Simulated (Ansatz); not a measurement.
A nudged elastic band was laid between two geometries of BFH2O2 + ClH (8 atoms, charge 0, multiplicity 1).

Computed with Ansatz, RKS PBE/def2-SVP.

* movable images: 7
* climbing image: yes
* spring: 5.0 eV/Å²
* optimiser: quadratic models (default)
* start path: through a guess of the saddle point
* force threshold: 0.03 eV/Å
* iteration limit: 60
* end points: relaxed

Image 0:

```xyz
8
Properties=species:S:1:pos:R:3
B -0.016 -0.418 -0.645
F 1.120 0.116 -0.084
O -0.626 0.222 -1.675
O -0.517 -1.591 -0.182
H 0.551 1.090 1.534
Cl -0.339 1.476 2.403
H -0.166 1.044 -1.920
H -0.006 -1.938 0.570
```

Image 8:

```xyz
8
Properties=species:S:1:pos:R:3
B -0.536 -0.268 -0.297
F 2.069 0.571 0.521
O -0.522 0.276 -1.534
O -0.395 -1.603 -0.135
H 1.321 0.868 1.012
Cl -0.868 0.795 1.165
H -0.634 1.242 -1.528
H -0.434 -1.880 0.796
```

Task: Which bonds break or form, and what moves?

Result: Bonds broken: B1–F2, H5–Cl6. Bonds formed: B1–Cl6, F2–H5. BFH2O2 + ClH becomes BClH2O2 + FH.

Task: Give the energies along the band, and the barrier.

Result: The forces met the threshold. The highest image is number 5 of 0 to 8, 111.3 kJ/mol above the first end and 56.3 kJ/mol above the last; the last end lies 55.0 kJ/mol above the first. A vibrational analysis at the climbing image gives one clearly imaginary mode, 557i cm⁻¹: a first-order saddle point. The orbitals stay closed-shell, which can raise the energy where a bond breaks towards radicals; this wasn't checked here.

| image | path coordinate (Å) | energy (kJ/mol) | B1–F2 (Å) | H5–Cl6 (Å) | B1–Cl6 (Å) |
| --- | --- | --- | --- | --- | --- |
| 0 | 0.00 | 0.0 | 1.38 | 1.30 | 3.60 |
| 1 | 0.37 | 0.9 | 1.38 | 1.30 | 3.37 |
| 2 | 0.74 | 6.1 | 1.38 | 1.31 | 3.09 |
| 3 | 1.11 | 22.4 | 1.40 | 1.32 | 2.79 |
| 4 | 1.48 | 68.7 | 1.48 | 1.39 | 2.44 |
| 5 | 1.85 | 111.3 | 1.68 | 1.61 | 2.17 |
| 6 | 2.28 | 82.3 | 2.07 | 1.88 | 1.94 |
| 7 | 2.70 | 60.0 | 2.49 | 2.09 | 1.85 |
| 8 | 3.13 | 55.0 | 2.86 | 2.19 | 1.84 |

Task: What is the geometry of the highest image?

Result: 
```xyz
8
Properties=species:S:1:pos:R:3:forces:R:3
B -0.163 -0.231 -0.296 0.00 0.00 0.00
F 1.393 0.256 0.117 0.00 0.00 -0.01
O -0.555 0.348 -1.457 0.00 0.00 0.00
O -0.357 -1.552 -0.067 0.00 0.00 0.00
H 0.854 0.773 0.947 0.00 0.00 0.00
Cl -0.666 0.951 1.455 0.00 0.00 0.00
H -0.312 1.283 -1.547 0.00 0.00 0.00
H -0.194 -1.828 0.849 0.00 0.00 0.00
```

Task: What are the harmonic wavenumbers there?

Result: 557i, 54, 273, 298, 346, 369, 400, 457, 517, 796, 916, 940, 1103, 1184, 1521, 1698, 3805, 3807 cm⁻¹.

Run time: 2.8 min on 2 threads of Arm Neoverse N1, with other jobs on the host, peak memory 0.14 GiB.
